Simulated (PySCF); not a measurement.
Al(H)2(NMe2) (C₂H₈AlN), SMILES [N](C)([AlH2])C. Heavy atoms are numbered as in [AlH2:1][N:4]([CH3:5])[CH3:6]. Hydrogens are named by the atom that carries them.

The structure is a stationary point at PBE0-D3(BJ)/def2-SVP. The structure was generated by enumeration; whether it is a known compound was not checked.

All values below come from PBE/def2-TZVP run with PySCF.

ESP charges are fitted to the potential on shells at 1.4 to 2.0 van der Waals radii. Atomic charges (e), one atom of each kind:

```tsv
atom	ESP fit	meta-Löwdin	Löwdin
Al1 (AlH2)	0.58	0.46	0.20
H on Al1	-0.22	-0.13	-0.11
N4	0.01	-0.36	0.00
C5 (CH3)	-0.54	-0.24	-0.34
H on C5	0.16	0.10	0.11
```
